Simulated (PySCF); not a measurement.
Molfile (atoms numbered from 1):
```
C6H10N2O
     RDKit          3D

 19 19  0  0  0  0  0  0  0  0999 V2000
   -2.2337    1.5689    0.3070 C   0  0  0  0  0  0  0  0  0  0  0  0
   -2.2292    0.2694    0.5936 C   0  0  0  0  0  0  0  0  0  0  0  0
   -1.1055   -0.6028    0.4106 C   0  0  0  0  0  0  0  0  0  0  0  0
   -1.1456   -1.8527    0.7017 N   0  0  0  0  0  0  0  0  0  0  0  0
   -0.0152   -2.4755    0.3336 N   0  0  0  0  0  0  0  0  0  0  0  0
    1.0195   -1.5252   -0.0747 C   0  0  0  0  0  0  0  0  0  0  0  0
    0.2470   -0.1900   -0.1684 C   0  0  2  0  0  0  0  0  0  0  0  0
    0.8147    0.8505    0.5925 O   0  0  0  0  0  0  0  0  0  0  0  0
    1.9262    1.4593   -0.0115 C   0  0  0  0  0  0  0  0  0  0  0  0
   -3.1074    2.1766    0.4657 H   0  0  0  0  0  0  0  0  0  0  0  0
   -1.3620    2.0669   -0.0800 H   0  0  0  0  0  0  0  0  0  0  0  0
   -3.1074   -0.2178    0.9942 H   0  0  0  0  0  0  0  0  0  0  0  0
    0.2372   -3.2602    0.9167 H   0  0  0  0  0  0  0  0  0  0  0  0
    1.4475   -1.8444   -1.0269 H   0  0  0  0  0  0  0  0  0  0  0  0
    1.8145   -1.4450    0.6752 H   0  0  0  0  0  0  0  0  0  0  0  0
    0.1320    0.1343   -1.2156 H   0  0  0  0  0  0  0  0  0  0  0  0
    2.7598    0.7579   -0.1378 H   0  0  0  0  0  0  0  0  0  0  0  0
    1.6656    1.8733   -0.9943 H   0  0  0  0  0  0  0  0  0  0  0  0
    2.2322    2.2656    0.6523 H   0  0  0  0  0  0  0  0  0  0  0  0
  1  2  2  0
  2  3  1  0
  3  4  2  0
  4  5  1  0
  5  6  1  0
  6  7  1  0
  7  8  1  0
  8  9  1  0
  7  3  1  0
  1 10  1  0
  1 11  1  0
  2 12  1  0
  5 13  1  0
  6 14  1  0
  6 15  1  0
  7 16  1  6
  9 17  1  0
  9 18  1  0
  9 19  1  0
M  END
```

Theoretical values (PySCF 2.14): shielding tensors at PBE0/pcSseg-1 (GIAO), coordinates at the GFN2-xTB level. A single conformation, rapidly exchanging positions averaged, relativity neglected, no solvent model.

Chemical shifts δ = σref − σ; 13C (σref 186.93) vs TMS, all at this level.

**Question.** Do the 13C shifts follow the atomic charges (in e)? Tabulate both.

**Answer.** 
| atoms | hybridisation | δ (ppm) | σ para (ppm) | Hirshfeld | IAO | Mulliken | ESP-fitted |
| --- | --- | --- | --- | --- | --- | --- | --- |
| C3 | sp2 | 149.7 | -216 | +0.03 | +0.07 | +0.12 | +0.28 |
| C2 | sp2 | 137.7 | -202 | -0.05 | -0.15 | -0.14 | -0.26 |
| C1 | sp2 | 121.4 | -192 | -0.11 | -0.32 | -0.12 | -0.47 |
| C7 | sp3 | 87.5 | -148 | +0.04 | +0.05 | -0.06 | +0.73 |
| C9 | sp3 | 59.0 | -116 | -0.04 | -0.20 | -0.02 | -0.18 |
| C6 | sp3 | 56.4 | -117 | -0.04 | -0.20 | +0.08 | -0.14 |

Correlation coefficients of δ with charge over these carbons: Hirshfeld -0.00, IAO +0.29, Mulliken -0.17, ESP-fitted -0.02; with the paramagnetic shielding -1.00. With so few points, grouped by hybridisation, these coefficients are fragile. Charge is one influence among several: hybridisation and low-lying excitations act through the paramagnetic term.

Shifts are as computed. Against solution values, carbons near 30 ppm lie about +3 ppm off and those near 130 ppm about +5 ppm. Of 1211 compounds with measured shifts, 218 miss one by over three times the rms of a fit or turn the order of signals round; such compounds aren't used in these exercises.
